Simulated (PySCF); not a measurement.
**Dipole response of Tl⁻ (thallium, charge -1)**

[Xe] 4f14 5d10 6s2 6p2, high-spin 3P determinant. All numbers are calculated (PySCF 2.14, a scalar-relativistic core potential, in aug-cc-pwCVDZ-PP with ECP60MDF (6s5p4d1f, 48 functions)). Coupled (time-dependent) response in atomic units; α is the mean over directions. A double-zeta set is small for polarisabilities.

```tsv
method	mean α (bohr³)	α xx, yy, zz	C₆ (like pair)	S(−4)
UHF	358.3	139.6, 467.7, 467.5	7084	123100
```

S(−4) is the Cauchy moment in α(ω) = α(0) + S(−4) ω² + …

Spin-orbit coupling is absent.

α(iu) at UHF:

```
u (hartree)  α(iu) (bohr³)
          0          358.3
     0.0500          220.4
      0.100          133.3
      0.200          65.01
      0.300          38.46
      0.500          18.69
      0.750          10.52
       1.00          7.135
       1.50          4.256
       2.00          2.971
       3.00          1.733
       5.00         0.7888
```

A single London oscillator, α(iu) = α/(1 + u²/ω²), gives C₆ = (3/4) ω α². Matching the computed C₆ needs ω = 4 × 7084 / (3 × 358.3²) = 0.0736 hartree.

For an ion, C₆ is the dispersion term alone; charge-induced terms of lower order in 1/R come first.

The components differ because the open shell of this determinant is not spherical; for a pure term their mean is the scalar polarisability.

Energies and moments cover only the electrons outside the core potential. Spin-orbit coupling is strong in this species (close to jj coupling), so the high-spin LS determinant is a model state, not a physical level.
